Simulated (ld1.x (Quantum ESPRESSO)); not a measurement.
# Which change was made? (Mo, TM)

```
Element                 : molybdenum (Mo)
Generator               : ld1.x (Quantum ESPRESSO) 7.5
Type                    : norm-conserving Troullier–Martins (Kleinman–Bylander form)
Functional              : PBEsol
Relativity              : scalar-relativistic
Frozen core             : [Ar] 3d10 4s2
Valence charge          : 12
Reference configuration : 4p6 4d5 5s1 5p0
Partial waves           : 5s (bound): rc 3.00 bohr; 4p (bound): rc 1.35 bohr; 4d (bound): rc 2.10 bohr
Local potential         : all-electron potential smoothed inside 2.80 bohr (lloc = -1)
Core correction         : Bessel-smoothed model core, default radius (core density twice the valence density)
```

Cutoffs, loose and tight: the cutoffs (Ry, on a coarse ladder) from which the occupation-weighted sum of valence levels, in a spherical-Bessel basis at the reference potential, stays within 10 and 1 mRy of its value at 400 Ry. They do not see the model core or the augmentation charge, which bear on the density cutoff. Test errors are all-electron minus pseudo excitation energies from the reference, over the configurations 4p6 4d5 5s0 5p0; 4p6 4d4 5s0 5p0; 4p6 4d3 5s0 5p0; 4p6 4d5 5s0.5 5p0; 4p6 4d2 5s0 5p0; 4p6 4d5.5 5s0.5 5p0; 4p6 4d4 5s2 5p0; variants that change the core or the reference have their own tests.

The base gives: outcome: generated; cutoff, loose: 60 Ry; cutoff, tight: 110 Ry; bound ghosts: none; largest test error (meV): -204.

(1) After one change the result is: outcome: generated; cutoff, loose: 60 Ry; cutoff, tight: 110 Ry; bound ghosts: none; largest test error (meV): +244. Which change was it?
A. type PAW; waves now 5s (bound): rcut 2.60, rcutus 3.00 bohr; 5s channel at 1.6 Ry: rcut 2.60, rcutus 3.00 bohr; 4p (bound): rc 1.35 bohr; 5p (bound): rc 1.35 bohr; 4d (bound): rcut 1.85, rcutus 2.10 bohr; 4d channel at 1.7 Ry: rcut 1.85, rcutus 2.10 bohr; local potential all-electron potential smoothed inside 2.55 bohr (lloc = -1); augmentation PSQ, inside the norm-conserving radii
B. wave 4d (bound): rc 2.10 bohr becomes 4d (bound): rc 2.94 bohr
C. local potential the s channel

Answers

(1) B. The others give: type PAW; waves now 5s (bound): rcut 2.60, rcutus 3.00 bohr; 5s channel at 1.6 Ry: rcut 2.60, rcutus 3.00 bohr; 4p (bound): rc 1.35 bohr; 5p (bound): rc 1.35 bohr; 4d (bound): rcut 1.85, rcutus 2.10 bohr; 4d channel at 1.7 Ry: rcut 1.85, rcutus 2.10 bohr; local potential all-electron potential smoothed inside 2.55 bohr (lloc = -1); augmentation PSQ, inside the norm-conserving radii → outcome: failed: invmat: error in DGETRF | local potential the s channel → outcome: generated; cutoff, loose: 70 Ry; cutoff, tight: 110 Ry; bound ghosts: none; largest test error (meV): -599.
